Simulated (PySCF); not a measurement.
Job file and geometry (Å, from GFN2-xTB) of an NMR shielding run on `[BH3-]SC(=C)CC(F)(F)F`, [C4H7BF3S]-, PySCF, GIAO PBE0/pcSseg-1 NMR shielding, non-relativistic, gas phase; density fitting, a coarse starting grid and PySCF grid level 2 are the driver's defaults:

```
$ OMP_NUM_THREADS=1 python probes_run.py task.json out

{"job": {"kind": "nmr", "xc": "PBE0", "basis": "pcSseg-1"}, "charge": -1, "multiplicity": 1}
B      2.129060    -0.685052    -1.400592
S      1.610098     1.085587    -0.710031
C     -0.008844     0.972343    -0.069281
C     -0.664618     2.053373     0.368306
C     -0.653273    -0.397247    -0.051754
C     -1.307815    -0.751666     1.257162
F     -0.563684    -0.505199     2.342520
F     -2.492549    -0.136553     1.476859
F     -1.610802    -2.075899     1.322551
H      1.332388    -0.994839    -2.248483
H      3.220705    -0.495702    -1.852858
H      2.159329    -1.457933    -0.474204
H     -0.191723     3.017833     0.345555
H     -1.666703     2.005727     0.760015
H      0.116728    -1.147942    -0.244421
H     -1.415895    -0.477887    -0.832755
```

Task: What does the program print?

Result: 
```
coarse grid: 14656 points
cycle   1  E = -878.2991109644  dE =  1.104e+00  |g| = 9.525e-01  |ddm| = 3.619e+00
cycle   2  E = -878.1797905181  dE =  1.193e-01  |g| = 1.348e+00  |ddm| = 1.611e+00
cycle   3  E = -878.4832567875  dE = -3.035e-01  |g| = 1.083e-01  |ddm| = 8.336e-01
cycle   4  E = -878.4858545217  dE = -2.598e-03  |g| = 4.390e-02  |ddm| = 1.575e-01
cycle   5  E = -878.4862570689  dE = -4.025e-04  |g| = 1.676e-02  |ddm| = 5.981e-02
cycle   6  E = -878.4863215971  dE = -6.453e-05  |g| = 4.074e-03  |ddm| = 1.864e-02
cycle   7  E = -878.4863253745  dE = -3.777e-06  |g| = 1.138e-03  |ddm| = 4.551e-03
final grid: 140208 points
cycle   8  E = -878.5621936597  dE = -5.150e-05  |g| = 1.003e-02  |ddm| = 3.193e-02
cycle   9  E = -878.5621705475  dE =  2.311e-05  |g| = 1.421e-02  |ddm| = 2.433e-02
cycle  10  E = -878.5622176515  dE = -4.710e-05  |g| = 1.035e-03  |ddm| = 1.556e-02
cycle  11  E = -878.5622179463  dE = -2.948e-07  |g| = 3.215e-04  |ddm| = 1.684e-03
cycle  12  E = -878.5622179755  dE = -2.919e-08  |g| = 1.023e-04  |ddm| = 5.030e-04
cycle  13  E = -878.5622179774  dE = -1.857e-09  |g| = 3.594e-05  |ddm| = 1.156e-04
cycle  14  E = -878.5622179777  dE = -3.081e-10  |g| = 9.167e-06  |ddm| = 4.365e-05
converged SCF energy = -878.5622179777

GIAO shielding tensors (ppm)
atom      isotropic    diamagn.    paramagn.     s11        s22        s33       span
  0 B      134.180     190.029     -55.849    124.575    127.717    150.247     25.672
  1 S      492.063    1056.876    -564.814    272.020    401.189    802.979    530.959
  2 C       24.168     258.311    -234.142    -94.829     19.124    148.210    243.039
  3 C       86.856     252.393    -165.538    -18.984    127.572    151.979    170.963
  4 C      146.921     250.555    -103.634    134.142    142.515    164.107     29.965
  5 C       48.005     243.339    -195.334     39.239     45.468     59.309     20.070
  6 F      258.183     475.317    -217.134    175.662    261.507    337.381    161.719
  7 F      249.103     474.093    -224.990    157.906    244.418    344.986    187.080
  8 F      243.840     472.943    -229.104    149.522    232.218    349.780    200.258
  9 H       30.073      30.323      -0.250     27.137     28.092     34.990      7.853
 10 H       30.334      30.783      -0.448     27.382     28.596     35.024      7.642
 11 H       29.930      30.345      -0.415     26.746     28.820     34.224      7.478
 12 H       26.903      31.647      -4.744     24.508     24.940     31.260      6.751
 13 H       26.903      32.032      -5.129     23.010     25.361     32.338      9.328
 14 H       26.817      30.451      -3.634     20.119     25.973     34.358     14.239
 15 H       29.119      30.404      -1.285     25.789     28.370     33.198      7.409
```

Size and cost of the density-fitted run: 195 basis functions, 43 s wall time on 1 thread of an Arm Neoverse V2, shared host; peak memory 0.85 GiB.
